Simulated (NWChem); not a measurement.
System: BaCl cation; SMILES [Cl][Ba+]

The following NWChem deck was run.

```
start job
memory heap 200 mb stack 900 mb global 1100 mb
charge 1
geometry units angstroms noautosym nocenter noautoz
  Ba     0.000000     0.000000    -0.618986
  Cl     0.000000     0.000000     2.033092
end
basis spherical
  Ba library def2-svp
  Cl library def2-svp
end
ecp
  Ba library def2-ecp
end
dft
  xc b3lyp
  iterations 150
end
tddft
  nroots 8
  notriplet
end
task tddft energy
```

Coordinates come from a PBE0/def2-SVP optimisation. def2 effective core potentials on Ba; no spin-orbit coupling.

Vertical excitations in the gas phase.

Q: Give the results of this calculation. (B3LYP/def2-SVP with def2 effective core potentials on Ba, full TDDFT.) Quantities: lowest excitation, singlet (eV); oscillator strength of that lowest state; orbital gap (eV).

A: 
| Quantity | Value |
|---|---|
| lowest excitation, singlet (eV) | 4.27 |
| oscillator strength of that lowest state | 0.009 |
| orbital gap (eV) | 5.16 |
